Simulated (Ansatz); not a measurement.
# Reading a saddle point

A first-order saddle point of CH6FGa, closed shell, PBE0-D4/def2-TZVP, with one imaginary mode of 936i cm⁻¹:

Ga1  (-1.028, -0.356, -0.444)
C2  (0.921, -0.096, 0.403)
H3  (-0.934, -0.821, -1.926)
H4  (-2.092, -0.683, 0.644)
H5  (0.101, 1.050, 0.005)
F6  (-0.744, 1.670, -0.405)
H7  (1.125, 0.359, 1.375)
H8  (1.769, 0.052, -0.266)
H9  (0.882, -1.175, 0.614)
(Å)

Ansatz 0.2.0; basis: def2-TZVPP and def2-QZVPP; cores frozen in the correlated methods. Filled d shells of the heavier atoms are correlated. The def2 sets are not built for correlating such inner shells, so the correlated values are less sure here. Extrapolation: Hartree–Fock as exp(−7.88 √X), correlation as X^−2.97.

**Question.** Which contacts change along the imaginary mode, and what lies on either side? (A judgement: the text doesn't fix the answer.)

**Answer.** The calculation gives: The step is CH₅Ga ([CH3][GaH2]) + HF → GaH₂F ([F][GaH2]) + CH₄, with the molecules in contact on both sides. Shortening one way: Ga1–F6, C2–H5; lengthening the same way: Ga1–C2, H5–F6.
| pair | one side (Å) | saddle (Å) | other side (Å) |
| --- | --- | --- | --- |
| Ga1–F6 | 2.38 | 2.05 | 1.77 |
| C2–H5 | 2.65 | 1.46 | 1.09 |
| Ga1–C2 | 1.98 | 2.14 | 2.96 |
| H5–F6 | 0.93 | 1.12 | 2.54 |

**Question.** Which side is lower, and how far does the saddle lie above each? (To be estimated.)

**Answer.** By the calculation: The side with Ga1–F6, C2–H5 short is lower by 23.82 kcal/mol; the saddle lies 35.93 kcal/mol above it and 12.11 kcal/mol above the other (CCSD(T) at an estimated basis limit (MP2 extrapolated from triple and quadruple zeta, plus CCSD(T) − MP2 in triple zeta); electronic energies).

The T1 diagnostic stays at or below 0.013.

Labels in which every atom is bracketed show which atoms are joined, not bond orders.

For scale, one of the runs: CCSD(T)/def2-TZVPP, 194 basis functions, launched by `ansatz run in.yaml --threads 4 --pin off --events-out ev --progress --plain --max-ram 9574MiB`. Time: 47 s of wall clock on 4 CPU threads of an Intel Xeon; the host was shared. Peak host memory: 2.3 GiB.
